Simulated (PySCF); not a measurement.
S₄, SMILES S1SSS1.

The structure is a stationary point at B3LYP-D3(BJ)/def2-SVP.

The numbers are results of PBE/def2-TZVPD (PySCF), not measurements.

Symmetry labels are those of the subgroup D2 that the program uses (full group D2d).

Computed valence orbital energies around the gap with their symmetry:
```
orbital  symmetry  energy (eV)
-------  --------  -----------
HOMO−7          A       -11.17
HOMO−6          A       -10.59
HOMO−5         B1        -9.22
HOMO−4         B2        -8.98
HOMO−3         B3        -8.98
HOMO−2         B2        -6.47
HOMO−1         B3        -6.47
HOMO            A        -5.25
LUMO           B2        -4.09
LUMO+1         B3        -4.09
LUMO+2         B1        -2.92
LUMO+3         B1        -1.94
```
